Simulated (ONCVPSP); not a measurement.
## Configuration tests for sulfur (S) (ONCV)

```
Element                 : sulfur (S)
Generator               : ONCVPSP 4.0.1
Type                    : optimised norm-conserving Vanderbilt (ONCV)
Functional              : PBE
Relativity              : scalar-relativistic
Frozen core             : [He]
Valence charge          : 14
Reference configuration : 2s2 2p6 3s2 3p3 (charge +1)
Partial waves           : 2s+3s: rc 0.95 bohr, ncon 3, nbas 7, qcut 11.4 1/bohr, 2 projectors; 2p+3p: rc 0.95 bohr, ncon 4, nbas 7, qcut 16.4 1/bohr, 2 projectors; d scattering state at 0.21 Ha: rc 0.90 bohr, ncon 4, nbas 9, qcut 12.4 1/bohr, 2 projectors, debl 2.6 Ha
Local potential         : polynomial inside 0.65 bohr (lpopt 5, dvloc0 0 Ha)
Core correction         : none
```

Energies are relative to the spin-unpolarised reference configuration 2s2 2p6 3s2 3p3; without spin polarisation the order of configurations can differ from experiment.

```json
{"valence configuration": "2s2 2p6 3s2 3p2", "charge": "+2", "ΔE all-electron (eV)": "22.284", "error AE − PS (meV)": "+0.8"}
{"valence configuration": "2s2 2p6 3s2 3p0", "charge": "+4", "ΔE all-electron (eV)": "103.123", "error AE − PS (meV)": "+23"}
```

(1) What are ΔE and the potential's error for 2s2 2p6 3s2 3p1?

(2) What are ΔE and the potential's error for 2s2 2p6 3s2 3p4?

Levels in the configuration 2s2 2p6 3s2 3p2:

```tsv
level	all-electron (eV)	pseudo (eV)
2s	-237.436	-237.428
2p	-182.308	-182.235
3s	-39.396	-39.395
3p	-27.979	-27.975
```

Results:

(1) ΔE = 56.325 eV all-electron; the error (AE − PS) is +6.6 meV.

(2) ΔE = -11.769 eV all-electron; the error (AE − PS) is +0.7 meV.
